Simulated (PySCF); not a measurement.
## Te: excitation energy

Te [Kr] 4d10 5s2 5p4 (3P) → Te [Kr] 4d10 5s1 5p4 5d1 (high-spin determinant), as a difference of total energies. Calculation: PySCF 2.14, in aug-cc-pVDZ-PP with ECP28MDF (5s4p3d, 32 functions); a scalar-relativistic core potential. Correlated levels: valence: 4s2 4p6 4d10 frozen. The calculations carry no spin-orbit coupling.

```tsv
method	excitation energy (eV)
UHF	15.823
LDA	17.153
PBE	16.699
PBE0	16.685
r2SCAN	16.647
M06	17.149
r2SCANh	16.650
r2SCAN0	16.655
SCS-MP2 (valence)	16.155
```

Estimate what MP2 (valence) gives.

16.161 eV, closest to SCS-MP2 (valence) among the rows shown.

Estimate what TPSS gives.

16.647 eV, closest to r2SCAN among the rows shown.

The upper state lies above the first ionisation limit, where it may autoionise and the basis confines it.

The promoted electron is Rydberg-like, and one or two diffuse shells describe it only roughly, which tends to raise the upper state.

In the upper state the promoted electron has a positive orbital energy at LDA, PBE, PBE0, r2SCAN, TPSS, M06, r2SCANh, r2SCAN0, so the basis confines it.

The determinant of the upper state mixes LS terms, which raises its energy above the lowest term, most at the Hartree-Fock and MP2 levels.
